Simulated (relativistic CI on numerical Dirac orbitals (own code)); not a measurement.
## Co+ in a cubic cluster: 1s photoemission with charge transfer

Computed with a charge-transfer multiplet model of a cubic metal-ligand cluster with up to 2 ligand holes, Slater and spin-orbit integrals from Dirac-Coulomb-Breit ions, Slater integrals scaled by 0.8. The ground state mixes d8 with configurations of k ligand holes L, whose averages lie at kΔ + k(k − 1)U_dd/2; a core hole lowers each added d electron by U_cd. 300 K, Lorentzian 1.1 eV and Gaussian 0.6 eV FWHM.

Atomic integrals in eV (Slater integrals scaled, ζ unscaled), ground: F2dd 8.285, F4dd 5.103, zeta_d 0.056; with the core hole: F2dd 9.795, F4dd 6.079, zeta_d 0.082, G2cd 0.053.

Cluster parameters (eV): Δ = 3.7, U_dd = 7, U_cd = 7.9, 10Dq = 0.6, 10Dq(ligand) = 1.4, final-state hopping factor = 0.8.

| Case | n_d | d8 | d9L | d10L2 | S |
| --- | --- | --- | --- | --- | --- |
| V(eg) = 1.55 eV, V(t2g) = -0.78 eV | 8.17 | 0.83 | 0.16 | 0.00 | 1.00 |
| V(eg) = 1.85 eV, V(t2g) = -0.93 eV | 8.21 | 0.79 | 0.20 | 0.01 | 1.00 |
| V(eg) = 2.15 eV, V(t2g) = -1.08 eV | 8.26 | 0.75 | 0.24 | 0.01 | 1.00 |
| V(eg) = 2.45 eV, V(t2g) = -1.23 eV | 8.29 | 0.72 | 0.27 | 0.01 | 1.00 |
| V(eg) = 2.75 eV, V(t2g) = -1.38 eV | 8.33 | 0.69 | 0.30 | 0.02 | 1.00 |

Weights, n_d and S are thermal averages at 300 K. Binding energies count from the first peak over 30 % of the highest in each spectrum, which can be another peak from case to case. The parameters are a model scan and need not match a compound or its usual spin state. Peaks in eV (height, largest 100):
- V(eg) = 1.55 eV, V(t2g) = -0.78 eV: 0.0 (100), 4.2 (69), 5.8 (80)
- V(eg) = 1.85 eV, V(t2g) = -0.93 eV: 0.0 (100), 4.7 (60), 6.7 (49)
- V(eg) = 2.15 eV, V(t2g) = -1.08 eV: 0.0 (100), 5.1 (52), 7.5 (32)
- V(eg) = 2.45 eV, V(t2g) = -1.23 eV: 0.0 (100), 5.6 (46), 8.5 (21)
- V(eg) = 2.75 eV, V(t2g) = -1.38 eV: 0.0 (100), 6.0 (40), 9.3 (15)

Curve for V(eg) = 2.45 eV, V(t2g) = -1.23 eV (points under 2 left out, the grid thinned):

E (eV), Intensity and a bar:
```
     -3.8        2.6 
     -3.5        3.0 
     -3.1        3.8 #
     -2.8        4.6 #
     -2.5        5.6 #
     -2.1        7.8 ##
     -1.8       10.3 ###
     -1.5       14.3 ####
     -1.1       24.4 #######
     -0.8       39.0 ############
     -0.5       63.1 ###################
     -0.1       96.7 ##############################
      0.2       96.2 ##############################
      0.5       71.8 ######################
      0.9       38.7 ############
      1.2       24.5 #######
      1.5       16.7 #####
      1.9       11.2 ###
      2.2        8.9 ##
      2.5        7.5 ##
      2.9        6.5 #
      3.2        6.3 #
      3.6        6.7 #
      3.9        7.6 ##
      4.2        9.5 ##
      4.6       14.8 ####
      4.9       22.6 #######
      5.2       34.4 ##########
      5.6       45.9 ##############
      5.9       40.8 ############
      6.2       28.7 ########
      6.6       16.5 #####
      6.9       12.2 ###
      7.2       10.5 ###
      7.6       11.4 ###
      7.9       14.7 ####
      8.2       19.4 #####
      8.6       21.0 ######
      8.9       16.6 #####
      9.2       11.1 ###
      9.6        6.3 #
      9.9        4.5 #
     10.2        3.3 
     10.6        2.4 
     10.9        2.0
```

For the case V(eg) = 2.15 eV, V(t2g) = -1.08 eV, Δ = 3.7 eV is smaller than U_dd = 7 eV, the charge-transfer side of the Zaanen-Sawatzky-Allen scheme. With the core hole the average of the configuration with one ligand hole lies at Δ − U_cd = -4.2 eV before mixing: it lies below the unscreened one, so the lowest final states are mostly screened and the unscreened weight appears at higher binding energy as a satellite.
